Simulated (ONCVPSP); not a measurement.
# Reading a pseudo-wave (calcium)

Columns: radius, all-electron u(r) and pseudo u(r) of the 3p shell (level -27.99 eV) of calcium in the configuration [Ne] 3s2 3p6 4s2; LDA (Perdew-Wang 92), scalar-relativistic, ONCV scheme, ONCVPSP 4.0.1.

| r (bohr) | all-electron | pseudo |
| --- | --- | --- |
| 0.085 | -0.2698 | 0.0180 |
| 0.170 | -0.4691 | 0.0701 |
| 0.255 | -0.4278 | 0.1518 |
| 0.340 | -0.2355 | 0.2559 |
| 0.425 | 0.0160 | 0.3737 |
| 0.510 | 0.2670 | 0.4958 |
| 0.595 | 0.4867 | 0.6133 |
| 0.680 | 0.6623 | 0.7184 |
| 0.765 | 0.7915 | 0.8053 |
| 0.850 | 0.8781 | 0.8706 |
| 0.935 | 0.9278 | 0.9129 |
| 1.020 | 0.9476 | 0.9327 |
| 1.105 | 0.9438 | 0.9323 |
| 1.190 | 0.9224 | 0.9149 |
| 1.275 | 0.8883 | 0.8842 |
| 1.360 | 0.8456 | 0.8437 |
| 1.445 | 0.7974 | 0.7967 |
| 1.530 | 0.7461 | 0.7459 |
| 1.615 | 0.6937 | 0.6937 |
| 1.700 | 0.6415 | 0.6415 |
| 1.785 | 0.5906 | 0.5906 |
| 1.870 | 0.5416 | 0.5416 |
| 1.955 | 0.4951 | 0.4951 |
| 2.040 | 0.4512 | 0.4512 |
| 2.125 | 0.4103 | 0.4103 |
| 2.210 | 0.3723 | 0.3723 |

**Question.** How many radial nodes do the two functions have?

**Answer.** The all-electron 3p function has n − l − 1 = 1; the pseudo-wave has 0, since the states of the same l below it are removed with the core.

**Question.** At about which radius was the pseudo-wave matched?

**Answer.** 1.70 bohr. The columns agree to 0.0005 from 1.53 bohr on; several derivatives are matched, so the curves merge somewhat inside the radius.

**Question.** Is the pseudo-wave norm-conserving?

**Answer.** Yes: the ONCV scheme keeps the norm inside the radius equal to the all-electron one, which fixes the energy derivative of the logarithmic derivative at the level.
